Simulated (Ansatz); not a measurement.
Species: HS₂, charge -1, multiplicity 1. 
Geometry from a B3LYP-D3(BJ)/def2-TZVP (Ansatz, a program for electronic structure) optimisation:
```
S
H 1 1.3545
S 1 2.1097 2 102.24
```
Charge -1, spin multiplicity 1.

Basis-set convergence of Hartree-Fock and CCSD(T) correlation energies (hartree) with Ansatz. Cores are frozen in the correlated levels unless marked. Spin-orbit coupling is left out. Non-relativistic.

```csv
basis,functions,E(HF),"E(corr, CCSD(T))",rough core time
aug-cc-pV(D+d)Z,73,-795.68342,-0.33889,under 20 s
aug-cc-pV(T+d)Z,133,-795.70854,-0.42307,under 20 s
aug-cc-pV(Q+d)Z,224,-795.71450,-0.44932,40 s
```

Extrapolating the two largest sets (X = 3 and 4) as X^-3: E(corr) = (64·(-0.44932) - 27·(-0.42307))/37 = -0.4685 Eh, an estimate of the basis-set limit. The largest set recovers 95.9 % of it, the smallest 72.3 %.
